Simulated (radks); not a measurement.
Problem. All-electron atom: Hg73+ in [He] 2s2 2p3. Method: Dirac Kohn-Sham, PBE, spin-unpolarised, spherical densities, point nucleus; open shells are shared between the two j in proportion to 2j + 1; computed with a radial shooting solver on a logarithmic mesh with Libxc functionals. Some entries of the table are withheld. Estimate them.

orbital,occ.,eigenvalue (Ry),<1/r> (bohr^-1),<r> (bohr)
1s1/2,2,-6708.957,97.84,0.01654
2s1/2,2,-1617.562,24.84,0.06727
2p1/2,1,-1590.005,24.70,(1)
2p3/2,2,-1435.792,20.05,(2)
3s1/2,0,-682.1332,10.24,0.1598
3p1/2,0,-672.9884,10.18,0.1484
3p3/2,0,-628.8803,8.843,0.1601

Solution. 
(1) 2p1/2 <r> (bohr): 0.05502
(2) 2p3/2 <r> (bohr): 0.06312
